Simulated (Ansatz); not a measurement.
Ansatz (a quantum-chemistry and plane-wave program) input (HF/def2-TZVP):

Ansatz 0.2 input:
```yaml
crystal:
  periodic: [false, false, false]
  atoms:
    - {symbol: Sn, position_ang: [-0.00000000, -0.00000000, -0.53882161]}
    - {symbol: S, position_ang: [0.00000000, 0.00000000, 1.68381755]}
basis:
  gaussian:
    orbitals: def2-TZVP
hamiltonian:
  xc: {name: HF}
relax: {f_tol: 0.003, max_steps: 100}
```

End of the output:

```
mean field evaluation 1: about -16622.1285 eV, gradient 2.3e1 eV
mean field evaluation 2: about -16622.2160 eV, gradient 2.4e1 eV
mean field evaluation 4: about -16624.4210 eV, gradient 1.7e0 eV
mean field evaluation 8: about -16624.4455 eV, gradient 1.7e-1 eV
mean field -16624.44570660 eV, -610.9371112635 hartree, gradient 2.0e-5 eV, S^2 0.000000; 0 other end points of the search recorded, 0 dependent functions left out
the calculation of the forces begins
reference -16624.44570660 eV, -610.9371112635 hartree; 19, 19 occupied and 68, 68 virtual orbitals, 765 factors
relax step   1: F+E_penalty+E_count = -16624.44570660 eV  Δ(F+E_penalty+E_count) = +0.000e0 eV  max|allowed force component| = 9.052e-1 eV/Å  Δτ_max = 0.0000 Å  (46 SCF iters, accepted)
these checks for a lower state are left out or cut short: starts, cluster_reference, orbital_swaps, neighbouring_geometries, increment
integrals: 0.03 GiB planned
765 factors; integrals over basis functions are off by at most 3.8e-4 eV
mean field: 0.19 GiB planned
mean field evaluation 16: about -16624.3070 eV, gradient 6.7e0 eV
mean field -16624.45783683 eV, -610.9375570412 hartree, gradient 2.3e-5 eV, S^2 0.000000; 0 other end points of the search recorded, 0 dependent functions left out
the calculation of the forces begins
reference -16624.45783683 eV, -610.9375570412 hartree; 19, 19 occupied and 68, 68 virtual orbitals, 765 factors
relax step   2: F+E_penalty+E_count = -16624.45783683 eV  Δ(F+E_penalty+E_count) = -1.213e-2 eV  max|allowed force component| = 5.095e-1 eV/Å  Δτ_max = 0.0271 Å  (46 SCF iters, accepted)
these checks for a lower state are left out or cut short: starts, cluster_reference, orbital_swaps, neighbouring_geometries, increment
integrals: 0.03 GiB planned
765 factors; integrals over basis functions are off by at most 3.6e-4 eV
mean field: 0.19 GiB planned
mean field evaluation 32: about -16624.4624 eV, gradient 5.3e-4 eV
mean field -16624.46241858 eV, -610.9377254176 hartree, gradient 2.4e-5 eV, S^2 0.000000; 0 other end points of the search recorded, 0 dependent functions left out
the calculation of the forces begins
reference -16624.46241858 eV, -610.9377254176 hartree; 19, 19 occupied and 68, 68 virtual orbitals, 765 factors
relax step   3: F+E_penalty+E_count = -16624.46241858 eV  Δ(F+E_penalty+E_count) = -4.582e-3 eV  max|allowed force component| = 8.067e-3 eV/Å  Δτ_max = 0.0093 Å  (46 SCF iters, accepted)
these checks for a lower state are left out or cut short: starts, cluster_reference, orbital_swaps, neighbouring_geometries, increment
integrals: 0.03 GiB planned
765 factors; integrals over basis functions are off by at most 3.6e-4 eV
mean field: 0.19 GiB planned
mean field -16624.46241979 eV, -610.9377254620 hartree, gradient 2.4e-5 eV, S^2 0.000000; 0 other end points of the search recorded, 0 dependent functions left out
the calculation of the forces begins
reference -16624.46241979 eV, -610.9377254620 hartree; 19, 19 occupied and 68, 68 virtual orbitals, 765 factors
relax step   4: F+E_penalty+E_count = -16624.46241979 eV  Δ(F+E_penalty+E_count) = -1.207e-6 eV  max|allowed force component| = 1.609e-4 eV/Å  Δτ_max = 0.0001 Å  (45 SCF iters, accepted)
integrals: 0.03 GiB planned
765 factors; integrals over basis functions are off by at most 3.6e-4 eV
mean field: 0.19 GiB planned
mean field evaluation 64: about -16624.4624 eV, gradient 9.4e-3 eV
mean field -16624.46241979 eV, -610.9377254620 hartree, gradient 2.4e-5 eV, S^2 0.000000; 1 other end points of the search recorded, 0 dependent functions left out
the calculation of the forces begins
reference -16624.46241979 eV, -610.9377254620 hartree; 19, 19 occupied and 68, 68 virtual orbitals, 765 factors
Total energy: -16624.46241979 eV, -610.9377254620 hartree
Atom 0 at    -0.000000     0.000000    -0.520799 Å, force    -0.000000     0.000000     0.000161 eV/Å
Atom 1 at     0.000000    -0.000000     1.665795 Å, force     0.000000    -0.000000    -0.000161 eV/Å
Dipole moment:    -0.000000    -0.000000    -0.839005 e Å
```
